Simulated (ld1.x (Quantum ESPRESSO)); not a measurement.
Pseudopotential generation for As (Z = 33): TM, PBE, fully relativistic.

| Quantity | Value |
| --- | --- |
| Element | As |
| Generator | ld1.x (Quantum ESPRESSO) 7.5 |
| Type | norm-conserving Troullier–Martins (Kleinman–Bylander form) |
| Functional | PBE |
| Relativity | fully relativistic |
| Frozen core | [Ar] 3d10 |
| Valence charge | 5 |
| Reference configuration | 4s2 4p1 (charge +2) |
| Partial waves | 4s (bound): rc 1.25 bohr; 4p (bound): rc 2.00 bohr |
| Local potential | the p channel |
| Core correction | a·sin(br)/r model core inside 1.10 bohr |

Open shells are filled in proportion to 2j + 1 (rel_dist='average').

Poles of the logarithmic derivatives, all-electron (AE) and pseudo (PS). s: poles at -0.9 (AE) and -0.9 (PS) Ry. p1/2: poles at 0.4 (AE) and 0.5 (PS) Ry. p3/2: poles at 0.6 (AE) and 0.5 (PS) Ry. Test radius 2.19 bohr.

* Cutoffs needed: 70 Ry and 140 Ry (the cutoffs (Ry, on a coarse ladder) from which the occupation-weighted sum of valence levels, in a spherical-Bessel basis at the reference potential, stays within 10 and 1 mRy of its value at 400 Ry)
* Ghost test: no extra level below or beside the all-electron valence levels (s, p1/2, p3/2, d, f tested) (spherical-Bessel basis up to 400 Ry, 20 bohr box)
* Largest excitation error: -30 meV (all-electron minus pseudo) for 4s0 4p5, out of 7 test configurations
